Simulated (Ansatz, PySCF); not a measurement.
F2H2NNbO, multiplicity 1. Atoms are numbered in the order given.

```xyz
7

Nb     0.0159     0.0076     0.0000
N     -0.0603     1.7539     0.0000
H     -0.0608     2.7702     0.0000
F      0.9154    -0.5461     1.5594
F      0.9154    -0.5461    -1.5594
O     -1.7534    -0.6619     0.0000
H     -2.6194    -0.2357     0.0000
```
Charge 0, spin multiplicity 1.

Geometry: B3LYP-D3(BJ)/def2-SVP. The spin state was assumed, not searched. The structure was generated by enumeration; whether it is a known compound was not checked. The def2 effective core potentials stand for the cores of Nb; spin–orbit coupling is left out. The values are those of a single conformer.

Vertical ionisation energy (IE) and electron affinity (EA) in eV. Rows of orbital energies are one-electron estimates. Where ΔSCF, EOM or ADC give a negative EA the extra electron is unbound and the value depends on the basis.

| level | IE | EA |
|---|---|---|
| −ε(HOMO), −ε(LUMO), ωB97X/def2-TZVP (PySCF) | [?] | [?] |
| −ε(HOMO), −ε(LUMO), PBE/def2-TZVP (PySCF) | 7.02 | 2.17 |
| ΔSCF, PBE0/def2-SVPD (Ansatz), final states of multiplicity 2 and 2 | 10.67 | -0.43 |
| ΔSCF, PBE/def2-SVPD (Ansatz), final states of multiplicity 2 and 2 | 10.52 | -0.40 |

What belongs in the gaps? (An estimate is asked for; the answer gives what the named calculation found.)


- −ε(HOMO), −ε(LUMO), ωB97X/def2-TZVP (PySCF), IE: 10.93
- −ε(HOMO), −ε(LUMO), ωB97X/def2-TZVP (PySCF), EA: -0.81

What vertical singlet–triplet gap does ΔSCF give with PBE0/def2-SVPD (Ansatz, a program for electronic structure) and with PBE/def2-SVPD (Ansatz)? (The exact figures need the calculation; the answer reports its results.)

4.44 and 4.84 eV (triplet above singlet where positive).
